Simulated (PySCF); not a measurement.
Species: C6H7N3.
Atom-mapped SMILES: `[CH:1]#[C:2][CH2:3][n:4]1[cH:5][c:6]([CH3:7])[n:8][n:9]1`

Geometry (GFN2-xTB, Å), atoms numbered from 1 in this order:
```
atom  x, y, z in Å
C1     3.204   -0.292    1.410
C2     2.623   -0.107    0.382
C3     1.851    0.105   -0.829
N4     0.459    0.313   -0.523
C5    -0.366   -0.466    0.213
C6    -1.576    0.200    0.192
C7    -2.871   -0.149    0.828
N8    -1.404    1.319   -0.545
N9    -0.197    1.378   -0.963
H10    3.743   -0.448    2.297
H11    2.198    1.001   -1.352
H12    1.963   -0.764   -1.491
H13   -0.044   -1.376    0.671
H14   -2.768   -0.170    1.912
H15   -3.209   -1.130    0.498
H16   -3.613    0.595    0.556
```

Probes without a nucleus sit at each ring's centroid and 1 Å off its mean plane on both sides; NICS is minus the shielding there, NICSzz its component along the normal. Level: GIAO PBE0/pcSseg-1 (PySCF, non-relativistic, gas phase) on the GFN2-xTB geometry, one conformer.

Ring bond lengths (Å), with Mayer bond orders in brackets: N4–C5 1.353 (1.13), C5–C6 1.381 (1.42), C6–N8 1.351 (1.35), N8–N9 1.279 (1.47), N9–N4 1.325 (1.18).

Task: What do the NICS probes read (ppm)?

Result: 
```json
{"ring": "N4–C5–C6–N8–N9", "type": "5-membered ring with 3 N; formal bonds all aromatic", "NICS(0)": "-12.6", "NICS(1), two faces": "-12.8 / -12.8", "NICS(1)zz, two faces": "-32.0 / -31.8", "rms pucker (Å)": "0.00", "centre to ring atoms, mean (Å)": "1.14"}
```

Task: What do they say, and how far can they be read as aromaticity?

Result: 
- N4–C5–C6–N8–N9: mean NICS(1)zz -31.9 ppm, shielded. For a flat ring without four-coordinate atoms the NICS criterion counts such a value as aromatic.

Task: What does the geometric index give? HOMA = 1 − mean of α(R − Ropt)² over the ring bonds, with Krygowski's 1993 parameters (CC: Ropt 1.388 Å, α 257.7 Å⁻²; CN: Ropt 1.334 Å, α 93.52 Å⁻²; NN: Ropt 1.309 Å, α 130.33 Å⁻²).

Result: 
- N4–C5–C6–N8–N9: HOMA 0.96; the largest term is that of N8–N9, α(R − Ropt)² = 0.12. The geometric and the magnetic index point the same way.

Task: At the second NICS(1) probe listed for ring N4–C5–C6–N8–N9, 1 Å off the ring, how large is the induced field along the normal in 11.7 T applied along it?

Result: NICSzz × B0 = -31.8 ppm × 11.7 T = -372 μT, against the applied field.

Task: How shielded are the nuclei of the rings and their hydrogens (means over atoms taken as equivalent)?

Result: 
```csv
atoms,environment,σ isotropic (ppm)
N4,pyrrole-type nitrogen,0.7
C5,aromatic CH next to a ring nitrogen,59.6
C6,substituted aromatic carbon,37.7
N8,pyridine-type nitrogen,-118.7
N9,pyridine-type nitrogen,-132.7
H13,aromatic hydrogen,24.05
```
